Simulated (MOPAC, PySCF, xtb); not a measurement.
Bond stretch in SMILES SS. The S1–S3 bond (S1 also carries H; S3 carries H) is pulled apart rigidly from the PBE0/def2-TZVP optimised geometry.

Computed with: GFN1-xTB (xtb); UKS-B3LYP/6-31G* = unrestricted B3LYP/6-31G*, spherical d (PySCF); PM7, restricted, heats of formation (MOPAC); UCCSD(T) = CCSD(T) on UHF/cc-pVDZ, 10 core orbitals frozen (PySCF 2.14.0).

Energies relative to the lowest point of each curve near equilibrium, in kJ/mol; the last columns give the difference from UCCSD(T):

```json
[
 {"R / Å": "1.65", "GFN1-xTB": "317.0", "UKS-B3LYP/6-31G*": "323.0", "PM7": "178.9", "UCCSD(T)": "351.7", "GFN1-xTB − UCCSD(T)": "-34.7", "UKS-B3LYP/6-31G* − UCCSD(T)": "-28.6", "PM7 − UCCSD(T)": "-172.8"},
 {"R / Å": "1.75", "GFN1-xTB": "147.0", "UKS-B3LYP/6-31G*": "161.9", "PM7": "89.7", "UCCSD(T)": "177.3", "GFN1-xTB − UCCSD(T)": "-30.3", "UKS-B3LYP/6-31G* − UCCSD(T)": "-15.5", "PM7 − UCCSD(T)": "-87.6"},
 {"R / Å": "1.83", "GFN1-xTB": "69.3", "UKS-B3LYP/6-31G*": "83.2", "PM7": "44.1", "UCCSD(T)": "92.0", "GFN1-xTB − UCCSD(T)": "-22.7", "UKS-B3LYP/6-31G* − UCCSD(T)": "-8.8", "PM7 − UCCSD(T)": "-47.9"},
 {"R / Å": "1.93", "GFN1-xTB": "18.3", "UKS-B3LYP/6-31G*": "27.3", "PM7": "11.7", "UCCSD(T)": "31.2", "GFN1-xTB − UCCSD(T)": "-12.9", "UKS-B3LYP/6-31G* − UCCSD(T)": "-3.9", "PM7 − UCCSD(T)": "-19.4"},
 {"R / Å": "2.01", "GFN1-xTB": "2.2", "UKS-B3LYP/6-31G*": "6.2", "PM7": "1.2", "UCCSD(T)": "7.8", "GFN1-xTB − UCCSD(T)": "-5.6", "UKS-B3LYP/6-31G* − UCCSD(T)": "-1.6", "PM7 − UCCSD(T)": "-6.6"},
 {"R / Å": "2.05", "GFN1-xTB": "0.0", "UKS-B3LYP/6-31G*": "1.3", "PM7": "0.0", "UCCSD(T)": "2.2", "GFN1-xTB − UCCSD(T)": "-2.2", "UKS-B3LYP/6-31G* − UCCSD(T)": "-0.9", "PM7 − UCCSD(T)": "-2.2"},
 {"R / Å": "2.13", "GFN1-xTB": "4.5", "UKS-B3LYP/6-31G*": "0.0", "PM7": "4.3", "UCCSD(T)": "0.0", "GFN1-xTB − UCCSD(T)": "4.5", "UKS-B3LYP/6-31G* − UCCSD(T)": "0.0", "PM7 − UCCSD(T)": "4.3"},
 {"R / Å": "2.15", "GFN1-xTB": "7.1", "UKS-B3LYP/6-31G*": "1.1", "PM7": "6.6", "UCCSD(T)": "0.9", "GFN1-xTB − UCCSD(T)": "6.2", "UKS-B3LYP/6-31G* − UCCSD(T)": "0.2", "PM7 − UCCSD(T)": "5.7"},
 {"R / Å": "2.23", "GFN1-xTB": "22.2", "UKS-B3LYP/6-31G*": "9.7", "PM7": "19.6", "UCCSD(T)": "9.2", "GFN1-xTB − UCCSD(T)": "13.1", "UKS-B3LYP/6-31G* − UCCSD(T)": "0.6", "PM7 − UCCSD(T)": "10.4"},
 {"R / Å": "2.40", "GFN1-xTB": "71.2", "UKS-B3LYP/6-31G*": "42.7", "PM7": "61.6", "UCCSD(T)": "41.6", "GFN1-xTB − UCCSD(T)": "29.5", "UKS-B3LYP/6-31G* − UCCSD(T)": "1.0", "PM7 − UCCSD(T)": "19.9"},
 {"R / Å": "2.52", "GFN1-xTB": "113.1", "UKS-B3LYP/6-31G*": "71.7", "PM7": "97.6", "UCCSD(T)": "72.2", "GFN1-xTB − UCCSD(T)": "40.9", "UKS-B3LYP/6-31G* − UCCSD(T)": "-0.6", "PM7 − UCCSD(T)": "25.4"},
 {"R / Å": "2.79", "GFN1-xTB": "209.7", "UKS-B3LYP/6-31G*": "139.7", "PM7": "182.2", "UCCSD(T)": "141.3", "GFN1-xTB − UCCSD(T)": "68.4", "UKS-B3LYP/6-31G* − UCCSD(T)": "-1.6", "PM7 − UCCSD(T)": "40.9"},
 {"R / Å": "3.08", "GFN1-xTB": "292.5", "UKS-B3LYP/6-31G*": "193.1", "PM7": "263.2", "UCCSD(T)": "190.3", "GFN1-xTB − UCCSD(T)": "102.2", "UKS-B3LYP/6-31G* − UCCSD(T)": "2.8", "PM7 − UCCSD(T)": "72.9"},
 {"R / Å": "3.38", "GFN1-xTB": "348.4", "UKS-B3LYP/6-31G*": "218.3", "PM7": "329.1", "UCCSD(T)": "209.6", "GFN1-xTB − UCCSD(T)": "138.8", "UKS-B3LYP/6-31G* − UCCSD(T)": "8.7", "PM7 − UCCSD(T)": "119.5"},
 {"R / Å": "3.68", "GFN1-xTB": "380.9", "UKS-B3LYP/6-31G*": "229.7", "PM7": "377.5", "UCCSD(T)": "216.3", "GFN1-xTB − UCCSD(T)": "164.6", "UKS-B3LYP/6-31G* − UCCSD(T)": "13.4", "PM7 − UCCSD(T)": "161.2"},
 {"R / Å": "4.05", "GFN1-xTB": "399.4", "UKS-B3LYP/6-31G*": "235.8", "PM7": "418.2", "UCCSD(T)": "219.4", "GFN1-xTB − UCCSD(T)": "180.1", "UKS-B3LYP/6-31G* − UCCSD(T)": "16.5", "PM7 − UCCSD(T)": "198.8"},
 {"R / Å": "4.50", "GFN1-xTB": "405.6", "UKS-B3LYP/6-31G*": "238.6", "PM7": "449.1", "UCCSD(T)": "—", "GFN1-xTB − UCCSD(T)": "—", "UKS-B3LYP/6-31G* − UCCSD(T)": "—", "PM7 − UCCSD(T)": "—"},
 {"R / Å": "5.07", "GFN1-xTB": "406.7", "UKS-B3LYP/6-31G*": "239.7", "PM7": "472.8", "UCCSD(T)": "—", "GFN1-xTB − UCCSD(T)": "—", "UKS-B3LYP/6-31G* − UCCSD(T)": "—", "PM7 − UCCSD(T)": "—"},
 {"R / Å": "5.49", "GFN1-xTB": "407.0", "UKS-B3LYP/6-31G*": "239.9", "PM7": "484.8", "UCCSD(T)": "—", "GFN1-xTB − UCCSD(T)": "—", "UKS-B3LYP/6-31G* − UCCSD(T)": "—", "PM7 − UCCSD(T)": "—"},
 {"R / Å": "6.15", "GFN1-xTB": "407.2", "UKS-B3LYP/6-31G*": "240.1", "PM7": "499.1", "UCCSD(T)": "—", "GFN1-xTB − UCCSD(T)": "—", "UKS-B3LYP/6-31G* − UCCSD(T)": "—", "PM7 − UCCSD(T)": "—"},
 {"R / Å": "7.24", "GFN1-xTB": "407.3", "UKS-B3LYP/6-31G*": "240.2", "PM7": "516.3", "UCCSD(T)": "—", "GFN1-xTB − UCCSD(T)": "—", "UKS-B3LYP/6-31G* − UCCSD(T)": "—", "PM7 − UCCSD(T)": "—"}
]
```

GFN1-xTB is furthest from UCCSD(T) at 4.05 (180.1 kJ/mol, above); its mean absolute difference over the points is 53.5 kJ/mol.

UKS-B3LYP/6-31G* is furthest from UCCSD(T) at 1.65 (-28.6 kJ/mol, below); its mean absolute difference over the points is 6.5 kJ/mol.

PM7 is furthest from UCCSD(T) at 4.05 (198.8 kJ/mol, above); its mean absolute difference over the points is 62.2 kJ/mol.

Dashes: no converged value, or the column stops at the first point that the program doubted or that broke a chosen test of continuity, which isn't proof of a fault.

The unrestricted determinant behind UKS-B3LYP/6-31G* is spin-contaminated at 3.08 to 7.24 Å (<S²> up to 1.0, against 0.00 for a pure singlet). The restricted form behind PM7 keeps the bonding electrons paired and can't separate into open-shell fragments. The unrestricted determinant behind UCCSD(T) is spin-contaminated at 2.40 to 7.24 Å (<S²> up to 1.0, against 0.00 for a pure singlet).
